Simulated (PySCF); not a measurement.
## Electric field gradients and quadrupole coupling constants

Species: BClH₄N₂.
Z-matrix (Å and degrees, PBE0-D3(BJ)/def2-SVP geometry), rows numbered from 1:
```
N 
B   1  1.4071
N   2  1.4070  1  124.77
Cl  2  1.7964  1  117.68  3  -179.99
H   1  1.0097  2  123.73  3    -0.24
H   1  1.0088  2  121.74  3  -179.74
H   3  1.0088  2  121.63  1  -179.86
H   3  1.0097  2  123.79  1    -0.00
```

Field gradients from the PBE0/pcSseg-1 density (PySCF, non-relativistic), principal values in atomic units, ordered |Vxx| ≤ |Vyy| ≤ |Vzz|:

| atom | Vxx | Vyy | Vzz |
| --- | --- | --- | --- |
| N1 | 0.2801 | 0.6044 | -0.8845 |
| B2 | 0.0085 | 0.2403 | -0.2488 |
| N3 | 0.2795 | 0.6046 | -0.8841 |
| Cl4 | -0.9575 | -1.3581 | 2.3155 |

Find the asymmetry η = (Vxx − Vyy)/Vzz and the couplings χ = eQV/h (234.96 MHz × Q in barn × V in au), with Q(14N) = 0.02044 b, Q(11B) = 0.04059 b, Q(35Cl) = −0.0817 b.

```csv
atom,environment,nucleus,η,χzz (MHz),χxx (MHz),χyy (MHz)
N1,boron-bound nitrogen,14N,0.37,-4.248,1.345,2.903
B2,three-coordinate boron,11B,0.93,-2.373,0.081,2.291
N3,boron-bound nitrogen,14N,0.37,-4.246,1.343,2.904
Cl4,chlorine bonded to B,35Cl,0.17,-44.45,18.38,26.07
```

At B2 η is above 0.9: Vyy and Vzz are nearly equal in size and opposite in sign, so a small change could swap them and flip the sign of χzz. The tensor is traceless: Vxx + Vyy + Vzz = 0.

What is Vzz at Cl4 in SI units (1 au = 9.71736 × 10²¹ V/m²)?

2.3155 au = 22.501 × 10²¹ V/m².

What couplings would deuterons (Q(2H) = 0.00286 b) have in place of the hydrogens, at this geometry?

```tsv
atom	bonded to	bond length (Å)	Vzz (au)	η	χzz (kHz)
H5	N1	1.010	0.4172	0.18	280
H6	N1	1.009	0.4156	0.18	279
H7	N3	1.009	0.4155	0.18	279
H8	N3	1.010	0.4173	0.18	280
```

Isolated species at its PBE0-D3(BJ)/def2-SVP geometry, gas phase. The small basis limits the accuracy of the gradients.
